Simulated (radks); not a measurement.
Excited configurations of C I: one electron is placed in a higher orbital outside [He] 2s2 2p1. The ground configuration is [He] 2s2 2p2. All-electron calculation, Dirac Kohn-Sham, PBE, spin-unpolarised, spherical densities, finite nucleus; open shells fill j = l - 1/2 first; Fermi nuclear charge, rms radius 2.4702 fm. Program: a radial shooting solver on a logarithmic mesh with Libxc functionals. Excitation = E - E(ground); binding = E(ion) - E, where the ion is the core of charge +1; n* = 1/sqrt(2 binding) in atomic units, and the quantum defect is n - n*.

| outer orbital | excitation (eV) | binding (eV) | n* | eigenvalue (eV) | <r> (bohr) |
|---|---|---|---|---|---|
| 3p1/2 | 8.248 | 2.617 | 2.280 | -1.342 | 7.151 |
| 3d3/2 | 9.266 | 1.599 | 2.917 | -0.710 | 9.949 |
| 4p1/2 | 9.472 | 1.393 | 3.125 | -0.813 | 14.71 |
| 5s1/2 | 9.849 | 1.016 | 3.659 | -0.646 | 21.62 |
| 5f5/2 | 10.242 | 0.623 | 4.674 | -0.366 | 29.77 |
| 6s1/2 | 10.200 | 0.665 | 4.523 | -0.439 | 33.62 |
| 6p1/2 | 10.283 | 0.583 | 4.833 | -0.383 | 37.76 |
| 6d3/2 | 10.381 | 0.484 | 5.299 | -0.314 | 44.08 |
| 6f5/2 | 10.416 | 0.449 | 5.506 | -0.285 | 44.70 |
| 7d3/2 | 10.503 | 0.362 | 6.131 | -0.244 | 61.54 |

The Delta-SCF ionisation energy is 10.865 eV (NIST Atomic Spectra Database: 11.260 eV, measured). Self-interaction in the functional shifts the binding energies and quantum defects, so they are the method's values and not measured ones. Spin polarisation and multiplet splitting are left out, so open shells lie too high by an amount that depends on their filling.

Beside tabulated values, note that spin-unpolarised runs miss the spin-polarisation part of the exchange energy of open shells.
